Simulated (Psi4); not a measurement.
# Exact exchange and the HOMO–LUMO gap of BClF2 (chlorodifluoroborane)

BClF2: 4 atoms, total charge 0, spin state singlet. SMILES: `FB(F)Cl`. Geometry: relaxed at PBE0-D4/def2-TZVP.

The HOMO–LUMO gap y, in eV, basis aug-cc-pVDZ; a is the functional's share of exact exchange. Programs: Psi4 1.11.

| functional | program | a | y (eV) |
| --- | --- | --- | --- |
| PBE | Psi4 | 0 | 7.03 |
| revPBE | Psi4 | 0 | 7.09 |
| B3LYP | Psi4 | 0.2 | ? |
| PBE0 | Psi4 | 0.25 | 9.62 |
| BHLYP | Psi4 | 0.5 | 11.52 |

Task: Fit y = c + s·a to the known rows and predict B3LYP.

Result: 
1. Means of the 4 rows: a = 0.1875, y = 8.815.
2. Σ(Δa)² = 0.17188, Σ(Δa·Δy) = 1.5537, so the slope is 1.5537/0.17188 = 9.0394.
3. Intercept: 8.815 − (9.0394) × 0.1875 = 7.120. The largest residual of the fit is 0.24.
4. B3LYP: 7.120 + (9.0394) × 0.2 = 8.93 eV.

The run gave 9.06 eV, so the prediction is off by -0.13 eV, within the scatter of the fit. Exact exchange lowers occupied levels and raises empty ones.
